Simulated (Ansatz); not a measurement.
Consider the isomerisation: `O[SiH2]C[Si](O)(O)O` → `CO[SiH2]O[SiH](O)O`.

Calculated with Ansatz (gas phase, PBE0-D4/def2-TZVP geometries, no zero-point term in ΔE). CCSD(T)/CBS is the MP2 limit (def2-TZVPP, def2-QZVPP) plus CCSD(T) − MP2 in def2-TZVPP, frozen cores. DFT in def2-TZVPP. One conformer a species, not always the lowest.

`O[SiH2]C[Si](O)(O)O`:

Cartesian coordinates in Å:
```
O -0.884 -1.060 -2.126
Si -1.620 -0.034 -1.078
C -0.354 1.059 -0.238
Si 0.894 0.086 0.713
O 2.211 0.903 1.231
O 0.241 -0.567 2.070
O 1.416 -1.052 -0.361
H -0.018 -1.359 -1.821
H -2.616 0.747 -1.852
H -2.347 -0.778 0.000
H -0.863 1.752 0.441
H 0.156 1.656 -1.001
H 2.210 1.178 2.149
H -0.623 -0.977 1.993
H 2.197 -1.554 -0.121
```

`CO[SiH2]O[SiH](O)O`:

Cartesian coordinates in Å:
```
C -0.046 2.417 0.948
O 0.026 1.097 0.452
Si -0.767 0.605 -0.910
O -0.329 -0.935 -1.149
Si 0.674 -2.065 -0.502
O -0.059 -3.512 -0.385
O 1.133 -1.546 0.976
H -1.061 2.662 1.278
H 0.266 3.145 0.191
H 0.626 2.500 1.803
H -2.234 0.699 -0.704
H -0.355 1.457 -2.054
H 1.800 -2.268 -1.427
H -0.656 -3.651 0.352
H 0.980 -0.606 1.133
```

(1) Is it downhill or uphill in electronic energy at CCSD(T)/CBS, and by how much? (Best estimate.)

(2) What do these levels give: PBE-D4, PBE0-D4, PBE, MP2/def2-TZVPP, CCSD(T)/def2-TZVPP, MP2/CBS(def2)? (Best estimate.)

Largest T1 diagnostic among the species: 0.012.

## Answers

(1) Computed: Nearly level: ΔE = -1.9 kJ/mol.

(2) The calculation gave: PBE-D4 10.9, PBE0-D4 8.0, PBE 7.2, MP2/def2-TZVPP 1.6, CCSD(T)/def2-TZVPP -4.0, MP2/CBS(def2) 3.7 kJ/mol.

The D4 term adds +6.0 kJ/mol with B3LYP and +3.1 kJ/mol with PBE0; it sums over pairs of atoms, weighted by their polarisabilities, and B3LYP, whose exchange is more repulsive, gets the larger term. In def2-TZVPP, CCSD(T) changes the Hartree–Fock value by +37.4 kJ/mol (the triples alone add +4.4 kJ/mol) and MP2 by +43.0 kJ/mol.

B3LYP here is the variant with VWN-RPA as its local correlation; programs differ in this.
